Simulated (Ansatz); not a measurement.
Z-matrix (Å, degrees):
```
Si
S 1 2.174
N 1 1.704 2 117.3
H 1 1.479 2 107.4 3 122.7
H 1 1.481 2 102.2 3 -118.4
Si 2 2.093 1 99.2 3 -72.1
H 3 1.008 1 118.6 2 70.2
H 3 1.008 1 119.9 2 -71.8
N 6 1.678 2 110.3 1 149.9
F 6 1.600 2 107.9 1 24.2
F 6 1.586 2 114.3 1 -89.7
H 9 1.004 6 122.7 2 -38.8
H 9 1.005 6 122.8 2 152.7
```

Total charge 0; spin multiplicity 1.

**Question.** List the PBE/def2-TZVPP orbital energies in eV (Ansatz 0.2.0). (Best estimate.)

**Answer.** The calculation gave: Occupied: -2395.45, -1781.57, -1780.25, -659.94, -659.84, -380.45, -380.24, -208.46, -154.57, -154.51, -154.42, -139.04, -137.90, -95.82, -95.80, -95.75, -94.67, -94.62, -94.60, -29.94, -29.38, -21.61, -21.33, -17.96, -13.86, -13.14, -12.74, -12.39, -11.86, -11.69, -10.97, -10.32, -10.13, -9.93, -9.72, -8.95, -8.48, -7.82, -6.80, -6.70, -6.20. Lowest empty: -0.45, -0.28, 0.02, 0.43, 0.55, 0.86, 1.52, 1.67.
